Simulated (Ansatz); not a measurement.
`C[SiH](F)N=C=O` + H₂O → `C[SiH](O)F` + `N=C=O` at 500 K and 1 bar (formal hydrolysis of the Si–N bond).

Calculated with Ansatz (gas phase, PBE0-D4/def2-TZVP geometries, no zero-point term in ΔE). CBS: MP2 limit from def2 TZ/QZ plus the TZ coupled-cluster correction, frozen cores. This one scheme is used for every species. One conformer a species, not always the lowest.

| species | CCSD(T)/CBS energy (Eh) | H − E (kJ/mol) | S (J/(mol·K)) |
| --- | --- | --- | --- |
| `C[SiH](F)N=C=O` | -597.38266 | 212.8 | 437.0 |
| H₂O | -76.37941 | 73.2 | 206.3 |
| `C[SiH](O)F` | -505.24344 | 204.8 | 370.6 |
| `N=C=O` | -168.51995 | 77.7 | 264.2 |

H − E and S are ideal-gas, rigid-rotor, harmonic terms from PBE0-D4/def2-TZVP, for one conformer and one mirror image of each species. 1 Eh = 2625.50 kJ/mol, R = 8.31446 J/(mol·K).

By hand: ΔE, ΔH, ΔS and ΔG.

ΔE = (-505.24344) + (-168.51995) − (-597.38266) − (-76.37941) = -0.00132 Eh = -3.5 kJ/mol. Δ(H − E) = 204.8 + 77.7 − 212.8 − 73.2 = -3.5, so ΔH = -7.0 kJ/mol. ΔS = 370.6 + 264.2 − 437.0 − 206.3 = -8.5 J/(mol·K). ΔG = -7.0 − 500 × (-8.5)/1000 = -2.8 kJ/mol.

By hand: the equilibrium constant, and the temperature at which ΔG would vanish if ΔH and ΔS stayed fixed.

log₁₀ K = −ΔG/(RT ln 10) = 0.3. ΔG = 0 at ΔH/ΔS = 824 K, though so small a ΔH makes that figure unsure.

TΔS isn't small against ΔH here. The sign of ΔG lies within the doubt. A doubt of 5 kJ/mol in ΔE shifts log₁₀ K by 0.5 here. Other conformers and mirror images would add mixing entropy, several J/(mol·K) or more a flexible species. Modes under 60 cm⁻¹, often nearly free rotors, make the harmonic entropy too high. These are equilibria of isolated gas molecules and say nothing of rates. Largest T1 diagnostic: 0.018 (customary marks: 0.02 for closed shells, 0.045 for open ones).
